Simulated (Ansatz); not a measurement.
Two isomers of C2H6GeO: A = `C[C](=O)[GeH3]`, B = `[GeH3][CH]1CO1`.

Isolated molecules relaxed with PBE0-D4/def2-TZVP in Ansatz; ΔE leaves out vibrations. CBS: MP2 limit from def2 TZ/QZ plus the TZ coupled-cluster correction, frozen cores. Functionals use def2-TZVPP. B3LYP here is the variant with VWN-RPA as its local correlation; programs differ in this. For Ge outer-core shells are correlated without core-valence functions, which leaves a few kJ/mol of doubt a bond. Scalar relativity is left out up to krypton.

(1) Which is lower in electronic energy at CCSD(T)/CBS, and by how much? (Best estimate.)

(2) Give E(B) − E(A) in kJ/mol with CCSD(T)/def2-TZVPP, CCSD/def2-TZVPP, MP2/def2-TZVPP, PBE0-D4, B3LYP-D4, B3LYP, B2PLYP. (Best estimate.)

Largest T1 diagnostic: 0.014.

## Answers

(1) Ansatz gave: A, by 105.3 kJ/mol.

(2) The calculation gave: CCSD(T)/def2-TZVPP 105.5, CCSD/def2-TZVPP 105.0, MP2/def2-TZVPP 99.0, PBE0-D4 99.6, B3LYP-D4 117.8, B3LYP 117.4, B2PLYP 113.2. None reverses the order clearly.

From PBE to PBE0 (25 % exact exchange), in def2-TZVPP and without D4, E(B) − E(A) moves by −6.2 kJ/mol. In def2-TZVPP, CCSD(T) changes the Hartree–Fock value by −16.1 kJ/mol (the triples alone add +0.5 kJ/mol) and MP2 by −22.6 kJ/mol.
